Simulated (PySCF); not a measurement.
Li⁺ (lithium, charge +1): UHF calculation

Configuration: 1s2, closed-shell 1S. Calculation: PySCF 2.14, in jorge-DZP-DKH (4s2p1d, 15 functions); scalar relativity by spin-free X2C-1e.

```
Total energy                        : -7.236716 hartree
One-electron energy                 : -8.8886 hartree
Hartree (Coulomb) energy            : 3.3038 hartree
Exchange energy                     : -1.6519 hartree
⟨S²⟩                                : 0.0000
⟨L²⟩                                : 0.000
Sum of ⟨r⟩                          : 1.144 bohr
Sum of ⟨r²⟩                         : 0.8900 bohr²
Langevin diamagnetic susceptibility : -0.705 ×10⁻⁶ cm³/mol
Time after the integrals            : 0.03 s of wall time on 1 thread of Intel(R) Xeon(R) Platinum 8375C CPU @ 2.90GHz (shared host)
```

```json
{"shell": "1s", "electrons": "2", "mean orbital energy (eV)": "-75.985", "rms radius, mean of both spins (bohr)": "0.667"}
```
